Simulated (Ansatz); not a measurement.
## A geometry optimisation of H7N3OZr with PBE0-D4/def2-SVP

The starting geometry of this gas-phase triplet was optimised with GFN2-xTB.

```xyz
12

N    -0.4306   -0.7623    1.1102
N    -1.6330   -0.4874    0.6225
N     0.9011   -0.9925   -0.7360
O     0.0873    1.6726   -1.1802
Zr    0.7858    0.9049    0.4314
H     2.5982    0.9236    0.7073
H     0.0042    1.9833    1.7180
H    -1.8865   -0.8717   -0.2941
H    -2.3950   -0.4693    1.3058
H     0.2271   -1.4661   -1.3389
H     1.4591   -1.7303   -0.2988
H     0.2823    1.2952   -2.0471
```

Problem. Predict what becomes of its bonds when it is optimised with PBE0-D4/def2-SVP.

Solution. It falls apart into H5N3OZr + H2. Distances that change by over a tenth: Zr5–H12 (2.56 → 2.88 Å). Contacts that open: N2–Zr5 (2.80 → 3.27 Å), Zr5–H6 (1.83 → 4.69 Å), Zr5–H7 (1.85 → 3.95 Å). Contacts that close: H6–H7 (2.98 → 0.76 Å).

The energy falls by 2.34 eV over 62 steps:

| step | E − E(last) (eV) |
| --- | --- |
| 1 | 2.344 |
| 8 | 1.475 |
| 15 | 0.765 |
| 21 | 0.384 |
| 28 | 0.331 |
| 35 | 0.181 |
| 42 | 0.035 |
| 48 | 0.022 |
| 55 | 0.004 |
| 62 | 0.000 |

Final geometry (Å):

| atom | x (Å) | y (Å) | z (Å) |
| --- | --- | --- | --- |
| N | -1.7356 | -0.3843 | 0.4829 |
| N | -2.7045 | -0.7391 | 1.2458 |
| N | 1.4728 | -0.6568 | -0.6726 |
| O | -0.5184 | 1.6896 | -2.0946 |
| Zr | -0.3493 | 0.2674 | -0.7921 |
| H | 3.6863 | 0.6612 | 1.5651 |
| H | 3.1157 | 0.4530 | 1.1023 |
| H | -3.5409 | -1.1877 | 0.8714 |
| H | -2.6441 | -0.6392 | 2.2595 |
| H | 2.2850 | -0.4461 | -1.2508 |
| H | 1.7223 | -1.4424 | -0.0746 |
| H | -0.7893 | 2.4244 | -2.6423 |

No frequencies were run, so the end isn't proven a minimum. Open shells are spin-unrestricted. The triplet needn't be the ground state. Atoms past krypton carry core potentials, without spin–orbit terms. Run with Ansatz 0.2.0, 6.2 min on 2 threads of Arm Neoverse V2 (shared host).
